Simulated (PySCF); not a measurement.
CH₇FN₂Si, SMILES CN[Si@H](N)F. Geometry optimised at PBE-D3(BJ)/def2-SVP. The structure was generated by enumeration; whether it is a known compound was not checked. Other conformers were not sampled.

Computed with PBE-D3(BJ)/def2-SVP run with PySCF.

Harmonic wavenumbers (cm⁻¹): 96, 153, 190, 221, 277, 326, 370, 402, 499, 739, 761, 778, 838, 888, 931, 1059, 1105, 1143, 1353, 1399, 1414, 1451, 1483, 2172, 2923, 2984, 3042, 3505, 3512, 3604. Rotational constants (GHz): 6.259, 2.603, 2.026; symmetry number 1.

Problem. Work out the zero-point energy and the ideal-gas rigid-rotor harmonic-oscillator thermochemistry at 298.15 K and 1 atm.

Solution. ZPE = ½ Σ hcν = ½ × 39617 cm⁻¹ = 236.96 kJ/mol. H − E(el) = 259.35 kJ/mol. Entropy in J/(mol K): translation 165.43, rotation 111.63, vibration 72.43, total 349.49. G − E(el) = 155.15 kJ/mol. Cp = 117.68 J/(mol K). Modes under 150 cm⁻¹ make the vibrational entropy uncertain.
